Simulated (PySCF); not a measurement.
Ca(Cl)2 cation (CaCl₂), SMILES [Cl][Ca][Cl] (connectivity only; charge and spin as stated), charge +1, multiplicity 2.

The structure is a stationary point at PBE-D3(BJ)/def2-TZVP. The multiplicity is an assumed one; other spin states were not compared. The isomer is the one that the SMILES or the coordinates give; other isomers of the formula were not compared.

Method: PBE-D3(BJ)/def2-TZVP (PySCF).

Frequencies are harmonic and unscaled.

| mode | ν (cm⁻¹) | IR (km/mol) | moving atoms (share of kinetic energy) |
|---|---|---|---|
| 1 | 178 | 8.4 | Cl 88 %, Ca 12 % |
| 2 | 264 | 7.1 | Cl 65 %, Ca 35 % |
| 3 | 370 | 73.1 | Ca 52 %, Cl 48 % |
